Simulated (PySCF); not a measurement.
Compound: C2H6OSSi (charge -1 and doublet state).
Geometry (GFN2-xTB, Å), atoms numbered from 1 in this order:
```xyz
11
C2H6OSSi angstrom
C      1.761    0.082   -0.195
C      0.890   -0.507    0.888
O      0.907   -0.134    2.083
S     -0.489   -1.423    0.185
Si    -2.008    0.043   -0.304
H      1.997   -0.676   -0.944
H      1.253    0.911   -0.708
H      2.682    0.464    0.245
H     -1.302    1.096   -1.045
H     -3.103   -0.404   -1.168
H     -2.582    0.550    0.937
```

The hyperfine couplings belong to this conformer and change with its torsions.

As a line formula: `C[C]([O-])S[SiH3]` [radical] (charge -1).

The calculation used UKS B3LYP, pcH-1 on C H O S Si, non-relativistic, mean-field spin-orbit, GIAO in PySCF. Whether the extra electron is bound in the gas phase wasn't checked; a finite basis holds it in any case. Couplings are sensitive to structure, and on GFN2-xTB geometries they can be far from those on DFT ones, by a factor of two or more for some ions and for spin on atoms past the first row. The SCF solution wasn't tested for stability.

The Mulliken spin populations are largest on C2 (+0.43), Si5 (+0.29) and O3 (+0.27). Three atoms exceed +0.15.

(1) How do the β-proton couplings of this frozen conformer go with θ, the angle between the C–H bond and the normal to the plane of the spin centre's three neighbours, both seen down the bond from centre to carbon?

(2) What would the freely rotating methyl group on C1 show?

Results:

(1) 
```
β H  on  centre  θ (°)  cos²θ   a (G)
 H6  C1      C2     48   0.45   +7.91
 H7  C1      C2     12   0.95  +21.42
 H8  C1      C2     73   0.09   +0.83
```

Fitting the Heller–McConnell form a = ρ(B0 + B2 cos²θ), with Mulliken ρ = 0.43, gives B0 = -4.2 G and B2 = 55.1 G, with a largest miss of 1.0 G. By this fit the coupling would be 22.1 G at θ = 0° and -1.8 G at 90°.

(2) Three equal couplings, a 1:3:3:1 quartet. The mean of the three values of this geometry estimates the splitting: 10.1 G, or 28.2 MHz (three bonds 120° apart have a mean cos²θ of 1/2 at any torsion).

Couplings in gauss use g_iso = 2.0039.
